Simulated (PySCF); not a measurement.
Job file and geometry (Å, from PBE0-D3(BJ)/def2-SVP) of an NMR shielding run on H₂K₂, GIAO B3LYP/pcSseg-1 NMR shielding, non-relativistic, gas phase (PySCF 2.14.0, density-fitted response routines); density fitting, a coarse starting grid and PySCF grid level 2 are the driver's defaults:

```
{"job": {"kind": "nmr", "xc": "B3LYP", "basis": "pcSseg-1", "pop": false}, "charge": 0, "multiplicity": 1}
K      1.099047     0.962735     1.021555
H      0.087768     1.219411    -1.236207
K     -1.099208    -0.962899    -1.021588
H     -0.087607    -1.219247     1.236240
```

Problem. Write the output of this run.

Solution. 
```
coarse grid: 6064 points
cycle   1  E = -1200.8900323205  dE = -2.653e-01  |g| = 3.082e-01  |ddm| = 1.516e+00
cycle   2  E = -1200.9067704387  dE = -1.674e-02  |g| = 2.570e-01  |ddm| = 8.987e-01
cycle   3  E = -1200.9364692703  dE = -2.970e-02  |g| = 3.367e-02  |ddm| = 3.927e-01
cycle   4  E = -1200.9366700451  dE = -2.008e-04  |g| = 6.792e-03  |ddm| = 2.798e-02
cycle   5  E = -1200.9366947085  dE = -2.466e-05  |g| = 1.041e-03  |ddm| = 1.493e-02
cycle   6  E = -1200.9366949470  dE = -2.385e-07  |g| = 1.866e-04  |ddm| = 1.295e-03
final grid: 36104 points
cycle   7  E = -1200.9180970003  dE = -4.742e-06  |g| = 8.992e-04  |ddm| = 4.443e-03
cycle   8  E = -1200.9180970794  dE = -7.913e-08  |g| = 4.225e-04  |ddm| = 1.218e-03
cycle   9  E = -1200.9180971093  dE = -2.984e-08  |g| = 6.867e-05  |ddm| = 4.138e-04
cycle  10  E = -1200.9180971102  dE = -9.609e-10  |g| = 1.310e-05  |ddm| = 4.808e-05
converged SCF energy = -1200.9180971102

GIAO shielding tensors (ppm)
atom      isotropic    diamagn.    paramagn.     s11        s22        s33       span
  0 K     1160.762    1328.824    -168.062   1127.889   1141.688   1212.709     84.820
  1 H       25.622      27.546      -1.925     21.436     27.273     28.155      6.719
  2 K     1160.838    1328.824    -167.986   1127.993   1141.784   1212.736     84.743
  3 H       25.622      27.547      -1.925     21.436     27.274     28.155      6.720
```

Size and cost of the density-fitted run: 86 basis functions, 1.7 s wall time on 1 thread of an Arm Neoverse V1, shared host.
